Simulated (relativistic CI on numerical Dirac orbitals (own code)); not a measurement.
**d1 to d9 in one tetrahedral field**

Computed with a parametric ligand-field model without spin-orbit coupling, by exact diagonalisation: B = 640, C = 2840, 10Dq = -6900 cm⁻¹ (Td; |10Dq|/B = 10.8) for every shell. Energies in cm⁻¹; the field energy is (0.6 n_e − 0.4 n_t2) × 10Dq of the ground term; g labels are left out.

```tsv
Shell	Ground term	Electrons in e	Field energy	First spin-allowed bands	Lowest term of other spin
d1	2E	1.000	-4140	2T2 6900	
d2	3A2	2.000	-8280	3T2 6900, 3T1 11268	1E 10467
d3	4T1	1.927	-5020	4T2 6054, 4A2 12954	2E 6352
d4	5T2	2.000	-2760	5E 6900	3T1 8876
d5	6A1	2.000	0	none	4T1 15687
d6	5E	3.000	-4140	5T2 6900	3T1 9363
d7	?	?	?	?	?
d8	3T1	3.927	-5020	3T2 6054, 3A2 12954	1T2 9888
d9	2T2	4.000	-2760	2E 6900
```

Fill in the row of d7.

Ground term: 4A2; Electrons in e: 4.000; Field energy: -8280; First spin-allowed bands: 4T2 6900, 4T1 11268; Lowest term of other spin: 2E 12837. Every shell keeps the spin of the free ion. Tetrahedral fields of 3d complexes are almost always too weak to pair spins. High-spin d^(n+5) repeats the spin-allowed bands of d^n, since the half-filled shell is spherical.
